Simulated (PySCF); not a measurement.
Electron correlation in Xe³⁸⁺ (xenon, charge +38)

[Ne] 3s2 3p4, high-spin 3P determinant. All numbers are calculated (PySCF 2.14, scalar relativity by spin-free X2C-1e, in an uncontracted even-tempered set (18 s from 6.2 bohr⁻², ratio 2.5; 12 p from 8.1 bohr⁻², ratio 2.5; 5 d from 37 bohr⁻², ratio 2.7; 4 f from 55 bohr⁻², ratio 2.7)). Frozen: 1s2; 14 electrons correlated; the 21 highest virtual orbitals of each spin left out.

| level | correlation energy (mhartree) |
| --- | --- |
| CCSD | -582.91 |
| (T) | -1.10 |
| CCSD(T) | -584.01 |

Diagnostics: T1 = 0.00060, D1 = 0.0028, largest double amplitude 0.019.

Problem. Is a single reference adequate?

Solution. Yes, within this model without spin-orbit coupling: T1 lies below 0.03 and no double amplitude reaches 0.07.

At this charge the one-electron X2C treatment keeps the bare 1/r₁₂, with no two-electron picture change or Breit term. The effect here is smaller than on the frozen 1s shell; and a scalar Hamiltonian misses the large spin-orbit splitting of the p shells, which matters for ns² → np² pairs.

Spin-orbit coupling is strong in this species, so the high-spin LS determinant is a model state.
